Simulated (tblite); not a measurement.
Species: C6H10NO (doublet state).
SMILES with atom numbers: `[CH2:1]=[CH:2][C:3]([CH3:4])([CH3:5])[NH:6][C:7]=[O:8]` (hydrogens: H9, H10 on C1; H11 on C2; H12, H13, H14 on C4; H15, H16, H17 on C5; H18 on N6)
Bond orders are those of one Lewis drawing.

Computed with GFN2-xTB (tblite), gas phase: L-BFGS steps from a force-field or distance-geometry start until the largest atomic force falls under 0.01 eV/Å.

Step 15: E = -675.7910 eV
```
atom  x, y, z in Å  |  force x, y, z in eV/Å
C1     -1.8259    1.4546    0.6446    0.041   0.042   0.056
C2     -1.3914    0.3728    0.0231   -0.047   0.033   0.000
C3      0.0137   -0.1530   -0.0743   -0.004  -0.015  -0.034
C4      0.0062   -1.6898   -0.1007   -0.021  -0.076  -0.021
C5      0.6644    0.4123   -1.3430    0.008   0.014  -0.024
N6      0.8285    0.2962    1.0896   -0.087   0.011   0.056
C7      2.0978    0.0387    1.2696    0.146  -0.089  -0.030
O8      2.9367   -0.5565    0.6386   -0.063   0.108   0.074
H9     -1.1981    2.1302    1.2010    0.124  -0.030  -0.002
H10    -2.8660    1.7327    0.6256   -0.014  -0.050  -0.049
H11    -2.1008   -0.2264   -0.5313   -0.027  -0.043  -0.009
H12    -0.8931   -2.0947    0.3538   -0.049   0.027   0.119
H13     0.0654   -2.0646   -1.1167   -0.033   0.024  -0.112
H14     0.8635   -2.0755    0.4444    0.043   0.011  -0.055
H15    -0.0208    0.3537   -2.1828   -0.056  -0.083  -0.053
H16     1.5640   -0.1458   -1.5817    0.079   0.016   0.032
H17     0.9254    1.4564   -1.1931    0.008   0.048   0.015
H18     0.3218    0.7651    1.8217   -0.047   0.052   0.037
```

Step 16: E = -675.7950 eV
```
atom  x, y, z in Å  |  force x, y, z in eV/Å
C1     -1.8223    1.4565    0.6454    0.049   0.032   0.063
C2     -1.3913    0.3722    0.0252   -0.075   0.063  -0.035
C3      0.0114   -0.1571   -0.0788   -0.012   0.020   0.008
C4      0.0037   -1.6921   -0.1034   -0.008  -0.066  -0.012
C5      0.6652    0.4112   -1.3446   -0.008   0.011   0.014
N6      0.8242    0.2880    1.0881   -0.083   0.051   0.073
C7      2.0936    0.0406    1.2704    0.249  -0.125  -0.042
O8      2.9426   -0.5488    0.6462   -0.110   0.123   0.086
H9     -1.1896    2.1294    1.2028    0.051  -0.044  -0.035
H10    -2.8652    1.7290    0.6215    0.051  -0.017  -0.011
H11    -2.1085   -0.2196   -0.5266   -0.010  -0.079  -0.023
H12    -0.8903   -2.0949    0.3630   -0.050   0.014   0.095
H13     0.0564   -2.0649   -1.1198   -0.048  -0.008  -0.115
H14     0.8667   -2.0721    0.4364    0.049  -0.014  -0.063
H15    -0.0151    0.3487   -2.1874   -0.062  -0.077  -0.062
H16     1.5694   -0.1412   -1.5779    0.083   0.009   0.030
H17     0.9187    1.4562   -1.1895    0.012   0.057  -0.004
H18     0.3215    0.7653    1.8172   -0.079   0.049   0.033
```

Q: Estimate the geometry and energy of step 17. (The exact step hangs on the optimiser's Hessian estimate; all steps are aligned on step 16, rigid shifts and turns removed.)

A: E = -675.7988 eV, largest force 0.219 eV/Å
```
atom  x, y, z in Å  |  force x, y, z in eV/Å
C1     -1.8180    1.4586    0.6471    0.039   0.000   0.041
C2     -1.3922    0.3722    0.0262   -0.063   0.059  -0.061
C3      0.0090   -0.1610   -0.0829   -0.016   0.045   0.047
C4      0.0010   -1.6956   -0.1063   -0.003  -0.023  -0.009
C5      0.6663    0.4104   -1.3464   -0.021   0.003   0.042
N6      0.8200    0.2802    1.0886   -0.039   0.066   0.067
C7      2.0912    0.0421    1.2722    0.199  -0.091  -0.013
O8      2.9483   -0.5401    0.6535   -0.093   0.091   0.053
H9     -1.1797    2.1281    1.2042   -0.011  -0.045  -0.057
H10    -2.8633    1.7247    0.6171    0.099   0.030   0.036
H11    -2.1171   -0.2141   -0.5221    0.018  -0.091  -0.026
H12    -0.8885   -2.0946    0.3739   -0.018   0.002   0.052
H13     0.0459   -2.0650   -1.1250   -0.066  -0.032  -0.073
H14     0.8712   -2.0689    0.4272    0.033  -0.040  -0.084
H15    -0.0102    0.3421   -2.1930   -0.035  -0.064  -0.037
H16     1.5762   -0.1366   -1.5735    0.057   0.021   0.032
H17     0.9119    1.4571   -1.1860    0.007   0.037  -0.031
H18     0.3193    0.7666    1.8135   -0.086   0.033   0.019
```

The energy changes by -0.0037 eV. The first-order estimate −F·Δx gives -0.0052 eV and the mean of the old and new forces, exact on a quadratic surface, -0.0037 eV. The step makes an angle of 72° with the force vector and moves no atom by more than 0.013 Å.

What follows is the cost of the whole relaxation. The run took 1.0 s of wall time on an Arm Neoverse V1 with one thread, no GPU, shared host with 32 logical CPUs at a one-minute load of 18.
